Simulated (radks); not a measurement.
Results of a calculation; reference values are marked as such.
Problem. These are the eigenvalues of the occupied orbitals of an atom or ion with whole-number occupations (hartree). Level of theory: Dirac Kohn-Sham, PBE, spin-unpolarised, spherical densities, finite nucleus; Fermi nuclear charge, rms radius of each element as measured or else 0.836 A^(1/3) + 0.57 fm (a radial shooting solver on a logarithmic mesh with Libxc functionals).

orbital  eigenvalue
1s1/2     -1496.006
2s1/2     -254.1830
2p1/2     -241.0104
2p3/2     -224.5877
3s1/2     -67.77623
3p1/2     -62.21999
3p3/2     -58.94659
3d3/2     -49.29998
3d5/2     -48.59128
4s1/2     -25.41098
4p1/2     -23.24847
4p3/2     -22.41002
4d3/2     -18.81252
4d5/2     -18.64504
5s1/2     -12.77738

Which element is it, and in what charge state? The configuration may be excited. Open shells, if any, are shared by 2j + 1.

Solution. Z = 58, cerium, charge +18: Ce18+ in [Kr] 4d2 5s2. The list shows which subshells hold electrons but not how many an open one holds; the 1s level, -1496 hartree, gives Z - s = 54.7 by -(Z - s)^2/2, which with screening and relativity narrows Z to a few neighbours, and the depths of the outer levels then fix element, charge and occupations together.
